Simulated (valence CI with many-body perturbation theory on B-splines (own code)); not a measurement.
## Energy levels of Cs48+

Computed by configuration interaction combined with many-body perturbation theory (CI+MBPT): five valence electrons over a frozen Dirac-Fock core [He], a basis of 11 s, 11 p, 10 d, 8 f, 5 g, 2 h functions for each j, with the one-electron correlation potential Σ1, the two-electron term Σ2, the three-electron term Σ3, Breit, model QED; selected CI, second order for the rest, scaled by the run's own slope (own B-spline code, finite nucleus).

No measured spectrum was set against this ion. As an estimate, large intervals hold to a few tenths of a per cent, small ones and those within an open d or f shell to about a per cent. Among the levels kept, up to 7300 cm⁻¹ of a level comes from second order outside the variational space, and about a tenth of that is noise between levels of different J, which matters for small intervals.

Levels 91 to 135 of 199, with energies above the lowest level, (2s^2 2p1/2^2 2p3/2) J=3/2. "Leading %" is the weight of the configuration and term that name the level; weights of strongly mixed levels are sums over their largest components and can fall short. In the jj column 3d3/2^4 stands for four electrons in 3d with j = 3/2. Lifetimes count E1, E2, E3, M1 and M2 decay at the calculated energies, and are blank where another channel may lead or the interval is too uncertain; long ones can be off by a factor of two.

```
No.  Configuration  Term    J  E (eV)  Leading %      g  Lifetime                     Leading jj
 91     2s2 2p2 3p   2P°  1/2  5678.5         57  1.231    689 fs      2s^2 2p3/2^2 3p3/2 (95 %)
 92      2s 2p3 3s   4D°  7/2  5696.5         66  1.378   93.8 fs     2s 2p1/2 2p3/2^2 3s (66 %)
 93      2s 2p3 3s   2D°  5/2  5707.3         73  1.228   17.0 fs     2s 2p1/2 2p3/2^2 3s (93 %)
 94     2s2 2p2 3p   2P°  3/2  5711.4         60  1.305    177 fs      2s^2 2p3/2^2 3p3/2 (92 %)
 95      2s 2p3 3p    6P  3/2  5721.8         38  1.728   19.3 fs  2s 2p1/2 2p3/2^2 3p1/2 (98 %)
 96     2s2 2p2 3p   2P°  3/2  5725.7         50  1.327    114 fs      2s^2 2p3/2^2 3p3/2 (82 %)
 97      2s 2p3 3s   4P°  1/2  5731.4         83  2.319   26.6 fs     2s 2p1/2 2p3/2^2 3s (99 %)
 98      2s 2p3 3p    4F  5/2  5731.7         29  1.344   9.03 fs  2s 2p1/2 2p3/2^2 3p1/2 (97 %)
 99      2s 2p3 3s   4S°  3/2  5750.9         38  1.490   54.0 fs     2s 2p1/2 2p3/2^2 3s (92 %)
100      2s 2p3 3s   2S°  1/2  5750.9         50  1.057   12.4 fs     2s 2p1/2 2p3/2^2 3s (96 %)
101      2s 2p3 3p    2F  7/2  5755.7         30  1.185   2.68 fs  2s 2p1/2 2p3/2^2 3p1/2 (71 %)
102      2s 2p3 3s   2D°  3/2  5760.0         72  1.023   15.3 fs     2s 2p1/2 2p3/2^2 3s (93 %)
103      2s 2p3 3s   2D°  5/2  5761.6         81  1.240   52.3 fs     2s 2p1/2 2p3/2^2 3s (97 %)
104     2s2 2p2 3d    2D  3/2  5761.9         33  1.150   2.32 fs      2s^2 2p3/2^2 3d3/2 (97 %)
105      2s 2p3 3s   2P°  3/2  5762.1         36  1.439   23.9 fs     2s 2p1/2 2p3/2^2 3s (88 %)
106     2s2 2p2 3d    4D  5/2  5763.6         28  1.186   2.56 fs      2s^2 2p3/2^2 3d3/2 (89 %)
107     2s2 2p2 3d    2P  1/2  5765.3         45  1.342   2.31 fs      2s^2 2p3/2^2 3d3/2 (88 %)
108     2s2 2p2 3d    4F  7/2  5771.2         19  1.151   7.20 fs      2s^2 2p3/2^2 3d3/2 (68 %)
109      2s 2p3 3s   2P°  1/2  5773.6         89  0.804   28.1 fs     2s 2p1/2 2p3/2^2 3s (98 %)
110     2s2 2p2 3d    2F  7/2  5778.5         54  1.212    182 fs      2s^2 2p3/2^2 3d5/2 (95 %)
111     2s2 2p2 3d    4F  9/2  5779.6         61  1.236   37.4 ps      2s^2 2p3/2^2 3d5/2 (98 %)
112      2s 2p3 3p    4P  5/2  5782.5         53  1.441   19.1 fs  2s 2p1/2 2p3/2^2 3p1/2 (97 %)
113     2s2 2p2 3d    2P  1/2  5791.4         43  1.506   2.98 fs      2s^2 2p3/2^2 3d5/2 (89 %)
114     2s2 2p2 3d    2P  3/2  5799.1         37  1.070   2.33 fs      2s^2 2p3/2^2 3d3/2 (48 %)
115      2s 2p3 3p    4D  1/2  5799.7         68  0.319   19.7 fs  2s 2p1/2 2p3/2^2 3p1/2 (98 %)
116     2s2 2p2 3d    2D  5/2  5808.4         60  1.170   2.10 fs      2s^2 2p3/2^2 3d5/2 (93 %)
117      2s 2p3 3p    4P  1/2  5813.2         53  1.606   20.9 fs  2s 2p1/2 2p3/2^2 3p1/2 (95 %)
118     2s2 2p2 3d    2D  3/2  5814.1         30  1.011   2.29 fs  2s 2p1/2 2p3/2^2 3p1/2 (46 %)
119      2s 2p3 3p    4F  3/2  5816.6         19  1.042   3.77 fs  2s 2p1/2 2p3/2^2 3p1/2 (64 %)
120      2s 2p3 3p    2F  5/2  5823.6         58  1.007   29.9 fs  2s 2p1/2 2p3/2^2 3p1/2 (94 %)
121      2s 2p3 3p    4D  3/2  5827.3         26  1.097   27.0 fs  2s 2p1/2 2p3/2^2 3p1/2 (79 %)
122      2s 2p3 3p    6P  7/2  5829.0         47  1.451   91.9 fs  2s 2p1/2 2p3/2^2 3p3/2 (98 %)
123      2s 2p3 3p    4P  5/2  5830.7         32  1.453   12.5 fs  2s 2p1/2 2p3/2^2 3p3/2 (89 %)
124     2s2 2p2 3d    2D  5/2  5832.7         59  1.198   2.44 fs      2s^2 2p3/2^2 3d5/2 (88 %)
125      2s 2p3 3p    4P  1/2  5837.9         56  1.735   7.09 fs  2s 2p1/2 2p3/2^2 3p3/2 (90 %)
126      2s 2p3 3p    2P  3/2  5851.5         41  1.206   12.3 fs  2s 2p1/2 2p3/2^2 3p1/2 (97 %)
127      2s 2p3 3p    4P  1/2  5853.0         43  1.888   16.8 fs  2s 2p1/2 2p3/2^2 3p1/2 (93 %)
128      2s 2p3 3p    4P  3/2  5858.3         49  1.415   7.04 fs  2s 2p1/2 2p3/2^2 3p3/2 (95 %)
129      2s 2p3 3p    4F  9/2  5865.1         99  1.317   1.74 ps  2s 2p1/2 2p3/2^2 3p3/2 (99 %)
130      2s 2p3 3p    4D  7/2  5866.3         64  1.308   17.9 fs  2s 2p1/2 2p3/2^2 3p3/2 (99 %)
131      2s 2p3 3p    2P  3/2  5873.6         64  1.359   7.66 fs  2s 2p1/2 2p3/2^2 3p3/2 (95 %)
132      2s 2p3 3p    2D  5/2  5890.1         59  1.235   6.87 fs  2s 2p1/2 2p3/2^2 3p3/2 (97 %)
133      2s 2p3 3d   6D°  3/2  5902.3         40  1.364   15.2 fs  2s 2p1/2 2p3/2^2 3d3/2 (97 %)
134      2s 2p3 3d   6D°  1/2  5903.6         44  2.150   15.0 fs  2s 2p1/2 2p3/2^2 3d3/2 (97 %)
135      2s 2p3 3d   6D°  5/2  5905.0         37  1.289   10.1 fs  2s 2p1/2 2p3/2^2 3d3/2 (92 %)
```
